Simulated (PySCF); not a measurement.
Ge(F)(Cl)2(NH2) (Cl2FGeH2N), SMILES [NH2][Ge]([F])([Cl])[Cl].

Coordinates come from a B3LYP-D3(BJ)/def2-SVP optimisation. This is a generated structure with no PubChem entry under its InChIKey; it may be hypothetical. The values are those of a single conformer.

Two levels are set side by side: TDA-PBE/def2-SVPD (PySCF) and TDA-M06-2X/def2-SVPD (PySCF). Vertical, same geometry. The lowest singlet is HOMO→LUMO 97 % with PBE and HOMO→LUMO 88 % with the other functional; states are paired by order. Differences are taken from unrounded values.

```tsv
quantity	TDA-M06-2X	TDA-PBE	TDA-PBE minus TDA-M06-2X
lowest singlet excitation (eV)	6.71	5.00	-1.71
lowest triplet excitation (TDA) (eV)	6.13	4.55	-1.58
first bright state (f over 0.05) (eV)	6.71	7.36	0.65
its oscillator strength	0.07	0.07	0.00
```

Functionals without exact exchange tend to place singlet excitations lower, as here. Differences between two approximate levels are no errors against the true value.

Rough cost on one machine, each run with all the roots and properties that it gave: TDA-M06-2X against TDA-PBE about 8 times.
